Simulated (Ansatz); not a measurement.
Species: sum formula SiOF, net charge 0, doublet state. It need not be the lowest isomer of its formula. 
Coordinates optimised at B3LYP-D3(BJ)/def2-TZVP (Ansatz, a quantum-chemistry and plane-wave program):
```xyz
3

Si    -0.0796    -0.1221     0.3643
O      1.3457    -0.5528     0.0273
F     -1.0723     0.6813    -0.5910
```
Charge 0, spin multiplicity 2.

Atomisation energy built up term by term with Ansatz (kcal/mol; UHF references for open shells; valence terms freeze the core; atomic spin-orbit terms are left out). Basis-set limits of correlation are two-point, X^-3; Hartree-Fock from the larger set.

```csv
term,basis,kcal/mol
Hartree-Fock,cc-pV(Q+d)Z,?
CCSD correlation,"CBS(cc-pV(T+d)Z,cc-pV(Q+d)Z)",?
(T),"CBS(cc-pV(T+d)Z,cc-pV(Q+d)Z)",10.90
core correlation,cc-pwCVTZ,0.33
scalar relativity (X2C),cc-pVTZ-DK against cc-pVTZ,-0.82
sum: De,,?
```

**Question.** What belongs in the gaps?

**Answer.** 
- Hartree-Fock, kcal/mol: 171.01
- CCSD correlation, kcal/mol: 94.91
- sum: De, kcal/mol: 276.3
